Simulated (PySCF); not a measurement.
A GIAO shielding run with PySCF 2.14.0 with density-fitted response routines (density fitting, non-relativistic, gas phase) on SMILES C=C[Si@@H](Cl)[SiH]1CC=CC1, C6H11ClSi2:

```
$ OMP_NUM_THREADS=1 python probes_run.py task.json out

{"job": {"kind": "nmr", "xc": "PBE0", "basis": "pcSseg-1"}, "charge": 0, "multiplicity": 1}
C      4.029820     0.602119    -0.399823
C      2.814081     0.929582    -0.810698
Si     1.376623    -0.269869    -1.028652
Cl     2.074051    -2.142629    -0.637235
Si    -0.371837     0.290989     0.393418
C     -1.336171    -1.191054     1.130122
C     -2.729331    -1.025680     0.602540
C     -3.002423    -0.000474    -0.184026
C     -1.909154     0.965671    -0.529562
H      4.289582    -0.418684    -0.170368
H      4.820272     1.326504    -0.274982
H      2.609046     1.971683    -1.024643
H      1.046541    -0.287857    -2.462439
H      0.012821     1.225411     1.472015
H     -0.936722    -2.161103     0.826598
H     -1.352212    -1.199981     2.221203
H     -3.474154    -1.756123     0.885452
H     -3.988056     0.170624    -0.593864
H     -2.191597     1.970951    -0.213918
H     -1.786326     1.010596    -1.613870
```

Hardware: 1 thread of an Arm Neoverse N1, shared host. The job also computes population analyses, field gradients, ring-centre shieldings.

(1) How large is the calculation?

(2) How long does it take, and how much memory does it need?

Results:

(1) 92 electrons, 229 basis functions and 1255 auxiliary functions.

(2) 95 s of wall time, with 14 SCF cycles and 5 response iterations; peak memory 0.97 GiB. Times on a shared host scatter by some tens of per cent.
